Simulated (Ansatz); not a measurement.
Ansatz (a quantum-chemistry and plane-wave program) input:

Ansatz 0.2 input:
```yaml
crystal:
  periodic: [false, false, false]
  atoms:
    - {symbol: F, position_ang: [-0.88124966, -1.26990316, -0.35124037]}
    - {symbol: As, position_ang: [0.00255775, -0.00276921, 0.28368688]}
    - {symbol: F, position_ang: [1.53857596, -0.12034645, -0.36183635]}
    - {symbol: F, position_ang: [-0.66670471, 1.40040338, -0.32710850]}
basis:
  gaussian:
    orbitals: def2-TZVP
hamiltonian:
  xc: b3lyp
  dispersion: d3bj
total_charge: 1
magnetization: {spin_polarized: true, initial_magnetization: 1}
phonons: {temperatures: {t_min: 298.15, t_max: 298.15, t_step: 100}}
```

### Question
Which total energy does the run end on?

### Answer
-2535.22464 Eh (B3LYP-D3(BJ)/def2-TZVP). The basis has 141 functions.
